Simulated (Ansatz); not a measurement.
Mulliken charges of CH$_{4}$AlGaOS, SMILES `[AlH2][O][GaH][CH]=S` from r2SCAN/def2-TZVPP in Ansatz (PBE0-D4/def2-TZVP geometry).

```
atom   x (Å)   y (Å)   z (Å)  charge (e)
 Al1   0.887   0.412  -2.289       0.519
  O2   0.607   0.020  -0.682      -0.399
 Ga3   0.374  -0.409   1.017       0.368
  C4  -1.443  -0.110   1.741      -0.118
  S5  -1.751  -0.362   3.303      -0.137
  H6   1.356   1.883  -2.638      -0.160
  H7   0.657  -0.702  -3.391      -0.160
  H8   1.567  -0.969   1.842      -0.022
  H9  -2.254   0.237   1.095       0.109
```

Task: By hand: the dipole of these point charges (1 e Å = 4.8032 D).

Result: Σ q r = (0.164, -0.024, -0.156) e Å, of length 0.228 e Å = 1.10 D.

Task: How does the dipole of the full density compare? (Best estimate.)

Result: The calculation gave: (0.024, 0.011, -0.146) e Å, 0.71 D; the point charges give 1.55 times that, at 38° from its direction.

Point charges leave out the atoms' own dipoles, such as those of lone pairs, and Mulliken's split depends on the basis, so the two needn't agree.
